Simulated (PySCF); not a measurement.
How methods differ on the excitation energy of Pt

Pt [Xe] 4f14 5d9 6s1 (3D) → Pt [Xe] 4f14 5d8 6s2 (3F), as a difference of total energies. Computed with PySCF 2.14 in aug-cc-pwCVDZ-PP with ECP60MDF (6s6p5d3f, 70 functions), with a scalar-relativistic core potential. Correlated levels: valence: 5s2 5p6 frozen. The calculations carry no spin-orbit coupling.

| method | excitation energy (eV) | error (eV) |
| --- | --- | --- |
| UHF | 0.277 | -0.120 |
| MP2 (valence) | 0.516 | +0.119 |
| SCS-MP2 (valence) | 0.385 | -0.012 |
| CCSD (valence) | 0.335 | -0.062 |
| CCSD(T) (valence) | 0.344 | -0.053 |

Reference: 0.397 eV (measured; NIST levels, between the centres of gravity of the two terms).

Errors of the correlated levels include the incompleteness of this basis and the frozen core.
